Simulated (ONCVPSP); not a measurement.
# Scattering properties, ONCV potential for Ta

ONCVPSP 4.0.1 input, shortened (lines: element, Z, core and valence counts, functional; n l f; lmax; l rc ep ncon nbas qcut; lloc lpopt rc5 dvloc0; l nproj debl; icmod fcfact rcfact), LDA (Perdew-Wang 92), scalar-relativistic:

```
  Ta 73.00    9    5  -001012      upf
    1    0    2.00
    2    0    2.00
    2    1    6.00
    3    0    2.00
    3    1    6.00
    3    2   10.00
    4    0    2.00
    4    1    6.00
    4    2   10.00
    4    3   14.00
    5    0    2.00
    5    1    6.00
    5    2    3.00
    6    0    2.00
    3
    0    2.15    0.00    3    6    5.50
    1    1.30    0.00    5    8    5.60
    2    1.80    0.00    3    8    5.60
    3    0.75    0.00    4    9   22.00
    3    5    0.75    0.00
    0    3    0.70
    1    2    0.50
    2    1    0.90
    3    0    1.60
    1    0.20    0.00
```

In the p channel the program set the typed energies aside and used -1.454, 0.250 Ha.

The phase is arctan(r·R′/R) of the radial function R(r), unwrapped; energies in Ha, scanned from -4 to 5 Ha. A pole is an energy at which the radial function vanishes at the test radius. The pseudo phase is shifted by a multiple of π to meet the all-electron one at the reference energy, and phase errors are pseudo minus all-electron; the curves can meet again beyond the range given. Levels narrower than the energy grid can be missing from the lists of poles.

```tsv
channel	radius (bohr)	reference energy (Ha)	poles, all-electron	poles, pseudo	unbroken range about the reference energy with phases within 0.05 rad	phase error 1 Ha above the reference energy (rad)
s	2.18	-0.21	-2.61, 2.74	-2.61, 2.73, 4.22	below 4.0	+0.000
p	1.32	-1.45	2.16	2.16	the whole range	-0.000
d	1.83	-0.14	1.44	1.42	below 3.3	-0.002
f	0.76	-0.92	2.73	3.13	above -3.6	+0.003
```

Note: ghosts flagged at negative energy: s at -974.4 eV, p at -597.8 eV, d at -346.9 eV; GHOST(+) flagged for s at 115.1 eV. A true bound ghost makes a file unfit for plane-wave use.

Phases in the s channel:

```csv
E (Ha),all-electron,pseudo
-3.98,1.327,1.327
-3.74,1.308,1.308
-3.50,1.280,1.280
-3.26,1.230,1.230
-3.02,1.099,1.099
-2.78,-0.604,-0.604
-2.54,-1.644,-1.644
-2.30,-1.758,-1.758
-2.06,-1.816,-1.816
-1.82,-1.864,-1.864
-1.58,-1.914,-1.914
-1.34,-1.973,-1.973
-1.10,-2.051,-2.051
-0.86,-2.163,-2.163
-0.62,-2.339,-2.339
-0.38,-2.633,-2.633
-0.14,-3.101,-3.101
0.10,-3.630,-3.630
0.34,-4.007,-4.007
0.58,-4.231,-4.231
0.82,-4.369,-4.369
1.06,-4.459,-4.459
1.30,-4.523,-4.523
1.54,-4.571,-4.571
1.78,-4.609,-4.609
2.02,-4.640,-4.641
2.26,-4.667,-4.667
2.50,-4.691,-4.691
2.74,-4.713,-4.713
2.98,-4.733,-4.734
3.22,-4.753,-4.755
3.46,-4.774,-4.777
3.70,-4.796,-4.803
3.94,-4.820,-4.842
4.18,-4.847,-7.607
4.42,-4.880,-7.975
4.66,-4.923,-8.024
4.90,-4.980,-8.075
```
